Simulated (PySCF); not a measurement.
# Radial density of Ni¹⁴⁺ (nickel, charge +14)

UHF, [Ne] 3s2 3p2, high-spin 3P determinant. All numbers are calculated (PySCF 2.14, scalar relativity by spin-free X2C-1e, in an even-tempered Gaussian basis (19 s from 0.93 bohr⁻², ratio 2.5; 12 p from 1.2 bohr⁻², ratio 2.5; 5 d from 6.3 bohr⁻², ratio 2.7; 4 f from 9.5 bohr⁻², ratio 2.7)).

```json
{"r (bohr)": "0.000986", "4πr²ρ (e/bohr)": "0.2575", "4πr²(ρα − ρβ)": "0.0000"}
{"r (bohr)": "0.00166", "4πr²ρ (e/bohr)": "0.6536", "4πr²(ρα − ρβ)": "0.0000"}
{"r (bohr)": "0.00279", "4πr²ρ (e/bohr)": "1.623", "4πr²(ρα − ρβ)": "0.0001"}
{"r (bohr)": "0.00469", "4πr²ρ (e/bohr)": "3.878", "4πr²(ρα − ρβ)": "0.0003"}
{"r (bohr)": "0.00789", "4πr²ρ (e/bohr)": "8.667", "4πr²(ρα − ρβ)": "0.0011"}
{"r (bohr)": "0.0133", "4πr²ρ (e/bohr)": "17.28", "4πr²(ρα − ρβ)": "0.0055"}
{"r (bohr)": "0.0223", "4πr²ρ (e/bohr)": "28.39", "4πr²(ρα − ρβ)": "0.0295"}
{"r (bohr)": "0.0375", "4πr²ρ (e/bohr)": "34.12", "4πr²(ρα − ρβ)": "0.1444"}
{"r (bohr)": "0.0631", "4πr²ρ (e/bohr)": "28.34", "4πr²(ρα − ρβ)": "0.5449"}
{"r (bohr)": "0.106", "4πr²ρ (e/bohr)": "28.82", "4πr²(ρα − ρβ)": "1.2288"}
{"r (bohr)": "0.179", "4πr²ρ (e/bohr)": "37.59", "4πr²(ρα − ρβ)": "0.8384"}
{"r (bohr)": "0.300", "4πr²ρ (e/bohr)": "17.86", "4πr²(ρα − ρβ)": "0.1489"}
{"r (bohr)": "0.505", "4πr²ρ (e/bohr)": "8.672", "4πr²(ρα − ρβ)": "3.6402"}
{"r (bohr)": "0.850", "4πr²ρ (e/bohr)": "3.878", "4πr²(ρα − ρβ)": "1.8886"}
{"r (bohr)": "1.43", "4πr²ρ (e/bohr)": "0.07392", "4πr²(ρα − ρβ)": "0.0406"}
{"r (bohr)": "2.41", "4πr²ρ (e/bohr)": "3.848e-05", "4πr²(ρα − ρβ)": "0.0000"}
```

Densities and radii are taken from the X2C orbitals without a picture-change correction, which distorts them close to the nucleus.
